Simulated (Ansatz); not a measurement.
Basis-set series for `[AlH2][GeH]1[CH]=C[CH2]1`. Charge 0, multiplicity 1. Geometry: relaxed with PBE0-D4/def2-TZVP.

Cartesian coordinates in Å:
```
Al -0.078 -1.847 1.850
Ge -0.071 -0.800 -0.397
C -1.247 0.757 -0.601
C -0.211 1.593 -0.735
C 1.079 0.814 -0.707
H -1.157 -2.948 2.233
H 0.962 -1.369 2.953
H -0.102 -1.794 -1.585
H -2.302 1.007 -0.591
H -0.266 2.677 -0.852
H 1.619 0.814 -1.657
H 1.773 1.097 0.088
```

```json
{"functional": "PBE0-D4", "basis": "def2-SVP", "functions": "127", "energy (Eh)": "-2436.95931", "HOMO (eV)": "-6.96", "LUMO (eV)": "-2.05"}
{"functional": "PBE0-D4", "basis": "def2-QZVPP", "functions": "540", "energy (Eh)": "-2437.49157", "HOMO (eV)": "-6.97", "LUMO (eV)": "-2.07"}
{"functional": "ωB97M-V", "basis": "def2-SVP", "functions": "127", "energy (Eh)": "-2437.26919", "HOMO (eV)": "-8.93", "LUMO (eV)": "-0.37"}
{"functional": "ωB97M-V", "basis": "def2-QZVPP", "functions": "540", "energy (Eh)": "-2437.80571", "HOMO (eV)": "-8.96", "LUMO (eV)": "-0.54"}
```

Give the rows for def2-TZVPP. (Estimate.)

Ansatz gave: 
```
functional       basis  functions  energy (Eh)  HOMO (eV)  LUMO (eV)
   PBE0-D4  def2-TZVPP        281  -2437.43333      -6.97      -2.06
   ωB97M-V  def2-TZVPP        281  -2437.74914      -8.96      -0.44
```

Scalar relativity is left out up to krypton.
